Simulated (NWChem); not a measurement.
System: AlBrCl2; SMILES [Cl][Al]([Cl])[Br]

NWChem input:

```
start job
memory heap 200 mb stack 900 mb global 1100 mb
geometry units angstroms
  Al     0.382562    -0.344368     0.375220
  Cl     2.304227    -0.586931    -0.205039
  Cl    -0.408916    -1.131617     2.061122
  Br    -0.970023     0.879251    -0.949915
end
basis spherical
  Al library def2-svp
  Cl library def2-svp
  Br library def2-svp
end
dft
  xc b3lyp
  iterations 150
end
driver
  maxiter 150
  tight
end
task dft optimize
```

Output (shortened):

```
             Northwest Computational Chemistry Package (NWChem) 7.3.0
             --------------------------------------------------------

 C2V symmetry detected

                             Geometry "geometry" -> ""
                             -------------------------

 Output coordinates in angstroms (scale by  1.889725989 to convert to a.u.)

  No.       Tag          Charge          X              Y              Z
 ---- ---------------- ---------- -------------- -------------- --------------
    1 Al                  13.0000     0.00000000     0.00000000    -0.57110151
    2 Cl                  17.0000     0.00000000     1.78838708    -1.51453356
    3 Cl                  17.0000     0.00000000    -1.78838708    -1.51453356
    4 Br                  35.0000     0.00000000     0.00000000     1.68338459

 Effective nuclear repulsion energy (a.u.)     437.0988653309

      Symmetry information
      --------------------

 Group name             C2v
 Group number             16
 Group order               4
 No. of unique centers     3

                                Z-matrix (autoz)
                                --------

 Units are Angstrom for bonds and degrees for angles

      Type          Name      I     J     K     L     M      Value
      ----------- --------  ----- ----- ----- ----- ----- ----------
    1 Stretch                  1     2                       2.02198
    2 Stretch                  1     3                       2.02198
    3 Stretch                  1     4                       2.25449
    4 Bend                     2     1     3               124.37381
    5 Bend                     2     1     4               117.81310
    6 Bend                     3     1     4               117.81310
    7 Torsion                  2     1     3     4         180.00000
    8 Torsion                  2     1     4     3         180.00000
    9 Torsion                  3     1     2     4         180.00000
   10 Torsion                  2     4     1     3         180.00000
   11 Torsion                  3     2     1     4         180.00000
   12 Torsion                  2     3     1     4         180.00000

                           NWChem Geometry Optimization
                           ----------------------------

 maximum gradient threshold         (gmax) =   0.000015
 rms gradient threshold             (grms) =   0.000010
 maximum cartesian step threshold   (xmax) =   0.000060
 rms cartesian step threshold       (xrms) =   0.000040
 fixed trust radius                (trust) =   0.300000
 source of zmatrix                         =   autoz

          -------------------
          Energy Minimization
          -------------------

 Using diagonal initial Hessian
 Scaling for Hessian diagonals: bonds = 1.00  angles = 0.25  torsions = 0.10

          --------
          Step   0

                                 NWChem DFT Module
                                 -----------------

[...]

      ----------------------
      Optimization converged
      ----------------------

  Step       Energy      Delta E   Gmax     Grms     Xrms     Xmax
  ---- ---------------- -------- -------- -------- -------- --------
@    6   -3736.58972852 -7.3D-09  0.00001  0.00000  0.00002  0.00005
                                     ok       ok       ok       ok

                                Z-matrix (autoz)
                                --------

 Units are Angstrom for bonds and degrees for angles

      Type          Name      I     J     K     L     M      Value     Gradient
      ----------- --------  ----- ----- ----- ----- ----- ---------- ----------
    1 Stretch                  1     2                       2.08955   -0.00000
    2 Stretch                  1     3                       2.08955   -0.00000
    3 Stretch                  1     4                       2.24016    0.00001
    4 Bend                     2     1     3               119.38854   -0.00000
    5 Bend                     2     1     4               120.30573    0.00000
    6 Bend                     3     1     4               120.30573    0.00000
    7 Torsion                  2     1     3     4         180.00000    0.00000
    8 Torsion                  2     1     4     3         180.00000   -0.00000
    9 Torsion                  3     1     2     4         180.00000   -0.00000
   10 Torsion                  2     4     1     3         180.00000    0.00000
   11 Torsion                  3     2     1     4         180.00000    0.00000
   12 Torsion                  2     3     1     4         180.00000   -0.00000

                         Geometry "geometry" -> "geometry"
                         ---------------------------------

 Output coordinates in angstroms (scale by  1.889725989 to convert to a.u.)

  No.       Tag          Charge          X              Y              Z
 ---- ---------------- ---------- -------------- -------------- --------------
    1 Al                  13.0000     0.00000000     0.00000000    -0.51202868
    2 Cl                  17.0000     0.00000000     1.80400436    -1.56644565
    3 Cl                  17.0000     0.00000000    -1.80400436    -1.56644565
    4 Br                  35.0000     0.00000000     0.00000000     1.72813594

 Effective nuclear repulsion energy (a.u.)     429.4546518614

      Symmetry information
      --------------------

 Group name             C2v
 Group number             16
 Group order               4
 No. of unique centers     3

                Final and change from initial internal coordinates
                --------------------------------------------------

                                Z-matrix (autoz)
                                --------

 Units are Angstrom for bonds and degrees for angles

[...]
```

Level: B3LYP/def2-SVP.
